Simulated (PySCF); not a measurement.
SrBi⁺: from constants to spectrum

ROHF-CCSD(T) constants of SrBi⁺, ³Σ⁻ (triplet), unpaired electrons π ↑↑ (Sr def2-SVP with ECP28, Bi def2-SVP with ECP60; scalar-relativistic core potentials (PySCF 2.14); masses 87.9056 and 208.9804 u):

```
ωe              : 110.9 cm⁻¹
ωexe            : 0.391 cm⁻¹
Be              : 0.024541 cm⁻¹
αe              : 9.49e-05 cm⁻¹
D (centrifugal) : 4.81e-09 cm⁻¹
```

Give the vibrational terms G(v) and spacings up to v = 6.

G(v) = ωe(v+½) − ωexe(v+½)².

| v | G(v) (cm⁻¹) | G(v) − G(v−1) | Bv (cm⁻¹) |
| --- | --- | --- | --- |
| 0 | 55.4 |  | 0.02449 |
| 1 | 165.5 | 110.1 | 0.02440 |
| 2 | 274.8 | 109.3 | 0.02430 |
| 3 | 383.4 | 108.6 | 0.02421 |
| 4 | 491.1 | 107.8 | 0.02411 |
| 5 | 598.1 | 107.0 | 0.02402 |
| 6 | 704.3 | 106.2 | 0.02392 |

Correlated steps freeze 4 core orbitals. Spin–orbit coupling is left out, which matters for elements this heavy, above all for dissociation energies. The state is the lowest determinant that a PBE0 search found; another state may lie lower at other levels.
